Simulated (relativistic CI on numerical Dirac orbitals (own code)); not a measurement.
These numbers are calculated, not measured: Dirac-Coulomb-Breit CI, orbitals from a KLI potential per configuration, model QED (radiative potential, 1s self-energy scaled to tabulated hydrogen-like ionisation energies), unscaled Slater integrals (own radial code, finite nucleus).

The strongest absorption lines from the ground level of an ion, among the configurations computed and to levels below about 245 eV (vacuum wavelength in Å, gf): 53.438 (0.42), 57.199 (0.91), 113.42 (8.8), 113.79 (4.6), 117.80 (2.5), 119.47 (0.7), 142.78 (0.44), 143.51 (0.3).

**Question.** Which ion is it?
A. Cs20+
B. I20+
C. In14+
D. I18+

**Answer.** D. I18+ has 35 electrons and the ground level 4s2 4p5 2P°_3/2; the strongest line goes to 4s2 4p4 4d 2D_5/2. The pattern of lines fixes the number of electrons, and along that sequence the line energies rise steadily with the charge (about as its square where n changes within one kind of shell, about linearly where n is kept but much faster in heavy ions where fine structure, which grows about as Z⁴, sets the gap, and irregularly where shells cross), which fixes Z. Configurations outside the model, such as inner-shell arrays, can give stronger lines. At this charge energies of transitions that change n are usually good to better than 1 %, and those within a shell (Δn = 0) to a few per cent.

LS names give the leading component of a level, which can be under half, so a name can repeat, a term be missing and a line seem to break the LS rules.
